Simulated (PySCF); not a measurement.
BF$_{3}$, charge -1, doublet, geometry from GFN2-xTB (a state made from the parent by changing its charge; the spin is typed, not shown lowest). Base run: PySCF with DF-HF/3-21G.

Input for PySCF:
```python
from pyscf import gto, scf

mol = gto.Mole()
mol.atom = '''
    B    -0.01665964    0.22066266    0.40640217
    F    -1.17616439   -0.61899512    0.19030536
    F     0.04332344    1.13683746   -0.71306201
    F     1.14209631   -0.64043271    0.29697767
'''
mol.basis = '3-21g'
mol.charge = -1
mol.spin = 1
mol.verbose = 5
mol.build()

mf = scf.UHF(mol)
mf = mf.density_fit(auxbasis='def2-universal-jkfit')
mf.kernel()
```

Variants of this job, named by their change:

| change | basis functions | E (Eh) | HOMO (eV) |
|---|---|---|---|
| base | 36 | -321.39865 | -1.86 |
| basis = STO-3G | 20 | -318.40449 | 3.23 |
| basis = pcseg-1 | 56 | -323.04338 | -2.80 |
| basis = 6-31G** | 56 | [?] | [?] |
| basis = pc-1 | 56 | -323.04577 | -2.79 |
| basis = def2-SV(P) | 56 | -322.86933 | -2.54 |
| basis = aug-pcseg-1 | 92 | -323.06458 | -3.01 |
| basis = 6-311+G(2d,p) | 108 | -323.25089 | -3.05 |
| basis = pc-2 | 120 | [?] | [?] |
| basis = cc-pVTZ | 120 | -323.26270 | -2.81 |
| basis = pcseg-2 | 120 | -323.27099 | -2.96 |
| basis = def2-TZVPD | [?] | [?] | [?] |
| basis = def2-QZVPP | 228 | -323.30066 | -2.98 |

### Question
What belongs in the gaps?

### Answer

- basis = 6-31G**, E (Eh): -323.11167
- basis = 6-31G**, HOMO (eV): -2.23
- basis = pc-2, E (Eh): -323.27778
- basis = pc-2, HOMO (eV): -2.97
- basis = def2-TZVPD, basis functions: 157
- basis = def2-TZVPD, E (Eh): -323.28971
- basis = def2-TZVPD, HOMO (eV): -2.99

Totals compare only among sets that treat the same electrons; sets with core potentials leave the core out.

Open shells are given as the SCF converged; they aren't shown to be the lowest states, and a large step between rows can be another state.
